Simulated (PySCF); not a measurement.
Method: PySCF 2.14.0 with B3LYP-D3(BJ)/def2-TZVP // B3LYP-D3(BJ)/def2-SVP. All species are isolated molecules in the gas phase. One relaxed conformer stands for a flexible species; it need not be the lowest. B3LYP has the VWN-RPA correlation part, as in Gaussian. Delta-SCF ions had no search for a lower state. Excitations are Tamm–Dancoff values on a coarser integration grid. The basis has no diffuse functions, so Rydberg states are missing or too high.

Reference species (SMILES): `O[Si](O)(O)O` (neutral, multiplicity 1).

```
Quantity                                   Value
--------------------------------------  --------
T1 excitation (TDA)                      7.40 eV
HOMO                                    -8.85 eV
vertical ionisation energy (Delta-SCF)  11.28 eV
HOMO–LUMO gap                            8.83 eV
```

Changed species: `CC[Si](O)(O)CC` (2 of 4 OH replaced by C2H5; the reference has 0 of 4 OH replaced by C2H5).

Task: What does the change do to the T1 excitation (TDA), HOMO, vertical ionisation energy (Delta-SCF) and HOMO–LUMO gap?

Result: the T1 excitation (TDA) falls by 0.85 eV, to 6.55 eV; the HOMO rises by 1.44 eV, to -7.41 eV; the vertical ionisation energy (Delta-SCF) falls by 1.88 eV, to 9.40 eV; the HOMO–LUMO gap drops by 1.17 eV, to 7.66 eV.
